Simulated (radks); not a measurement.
Results of a calculation; reference values are marked as such.
Problem. Mean orbital radii <r> (bohr) of neutral chromium, [Ar] 3d5 4s1, of relativity; Dirac values are averaged over j with weights 2j + 1. Spin-unpolarised spherical Kohn-Sham, PBEsol, point nucleus unless stated (finite: rms radius 3.6452 fm), a radial shooting solver on a logarithmic mesh with Libxc functionals. A level marked "c x" has the speed of light scaled by that factor and shares open shells by 2j + 1; other Dirac levels either fill j = l - 1/2 first or share by 2j + 1.

| shell | non-rel. |
|---|---|
| 1s | 0.06424 |
| 2s | 0.2963 |
| 2p | 0.2611 |
| 3s | 0.9110 |
| 3p | 0.9700 |
| 4s | 3.459 |
| 3d | 1.503 |
| 4p (empty) | 5.225 |

Give the values at the level "Dirac, c x 0.75".

Solution. 
shell       Dirac, c x 0.75  change of magnitude (%)
1s                  0.06309                    -1.78
2s                   0.2908                    -1.85
2p                   0.2591                    -0.78
3s                   0.8960                    -1.65
3p                   0.9641                    -0.60
4s                    3.383                    -2.21
3d                    1.525                    +1.49
4p (empty)            5.177                    -0.93
